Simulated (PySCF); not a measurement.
Compound: carbon diselenide, CSe2.
Numbering: `[Se:1]=[C:2]=[Se:3]`

Structure used (PBE0-D3(BJ)/def2-SVP), in Å, numbered top down from 1:
```
atom  x, y, z in Å
Se1   -1.6815    0.1809   -0.0120
C2     0.0077    0.1019   -0.0085
Se3    1.6968    0.0225   -0.0046
```

Computed, not measured: core-valence-separated Tamm–Dancoff BHandHLYP/aug-pcX-1 (def2-SVPD on Se) in PySCF, non-relativistic, gas phase, PBE0-D3(BJ)/def2-SVP geometry. BHandHLYP without relativity tends to put these K edges a few eV too low, so spacings mean more than positions.

The lowest roots of each edge with f over 0.003 (five at most, numbered afresh; weaker and dark ones are left out), with transition dipoles (au) in the frame of the coordinates:

```csv
root,edge,E (eV),f,μx,μy,μz
1,C,283.38,0.0774,0.0002,0.0069,0.1053
2,C,283.38,0.0774,-0.0052,-0.1052,0.0069
3,C,290.17,0.0437,0.0783,-0.0039,0.0001
4,C,291.22,0.0095,-0.0365,0.0018,0.0000
```

Task: What is the unit vector of the molecular axis, and which share of each root's |μ|² lies along it?

Result: (1.00, -0.05, 0.00), up to sign.

```
root  core hole on  share along it  final orbital
   1            C2            0.00              π
   2            C2            0.00              π
   3            C2            1.00              σ
   4            C2            1.00              σ
```

The 1s orbitals are σ, so light polarised along the axis reaches σ orbitals and light across it π orbitals.

Task: For fixed molecules, how does the intensity of root 3 change when the electric field is turned 30° away from the molecular axis?

Result: Intensity goes as (E·μ)², and μ lies along that direction, so it falls to cos²30° = 0.75 of its maximum; it vanishes at 90°.

Task: Molecules are fixed in this frame and the field points along x. What effective strengths 3 f cos²θ do the roots have (θ between field and μ)?

Result: root 1 (C2): 0.000, root 2 (C2): 0.001, root 3 (C2): 0.131, root 4 (C2): 0.028. Root 3 is the strongest. Averaged over all orientations cos²θ is 1/3, which gives f back. For degenerate partners only the sum has meaning, as the program may mix them freely.

 The BHandHLYP/aug-pcX-1 (def2-SVPD on Se) calculation is non-relativistic and has no spin–orbit coupling, an omission that weighs most on selenium.
